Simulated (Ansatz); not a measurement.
**Two structures, one formula**

The two ends of one reaction step of BNH4Cl2O, closed shell (PBE0-D4/def2-TZVP).

A:

```
9
angstrom
B -0.5106 -0.1634 0.1577
O -1.1239 0.7915 -0.6576
Cl -0.8016 -1.9388 -0.3164
Cl -0.7339 0.0734 1.9895
H 1.3043 1.0302 0.1650
N 1.0637 0.0778 -0.0990
H -2.0801 0.7632 -0.6054
H 1.6147 -0.5728 0.4523
H 1.2675 -0.0609 -1.0859
```

B:

```xyz
9
angstrom
B 0.1206 -0.7948 0.5175
O -1.1341 1.7684 -0.9801
Cl -0.9959 -1.7086 -0.5016
Cl -0.4996 -0.0156 1.9764
H -1.3209 1.8132 -0.0386
N 1.4600 -0.7188 0.1976
H -1.5794 0.9699 -1.2757
H 2.1129 -0.1843 0.7438
H 1.8364 -1.1291 -0.6393
```

Program: Ansatz 0.2.0. Basis: def2-TZVPP. Cores are frozen in the correlated methods. B3LYP uses VWN-RPA correlation.

Task: Which structure is lower at CCSD(T), and by how much? (Judge from chemistry; the value comes from the calculation.)

Result: Computed: A, by 0.727 eV (electronic energy, against the other). By their contacts, A is BNH₄Cl₂O ([NH3][B]([OH])([Cl])[Cl]) and B is a complex of BNH₂Cl₂ ([NH2][B]([Cl])[Cl]) + H₂O.

All methods give the same order:

```
      method  E(B) − E(A) (eV)
       SPW92             0.975
      PBE-D4             0.678
     BLYP-D4             0.559
   r2SCAN-D4             0.753
      B97M-V             0.684
     PBE0-D4             0.765
    B3LYP-D4             0.637
  r2SCAN0-D4             0.808
    BHLYP-D4             0.724
CAM-B3LYP-D4             0.713
     wB97X-V             0.756
     wB97M-V             0.736
      B2PLYP             0.658
    PBE-QIDH             0.823
  RPA on PBE             0.673
          HF             0.609
         MP2             0.759
        CCSD             0.716
     CCSD(T)             0.727
```

T1 diagnostic: at most 0.011.

Labels in which every atom is bracketed show which atoms are joined, not bond orders.

For scale, one of the runs: CCSD(T)/def2-TZVPP, 233 basis functions, launched by `ansatz run in.yaml --threads 4 --pin off --events-out ev --progress --plain --max-ram 9574MiB`. Hardware: 4 CPU threads of an Intel Xeon Platinum 8259CL, shared host. Wall time 75 s; peak host memory 4.1 GiB.
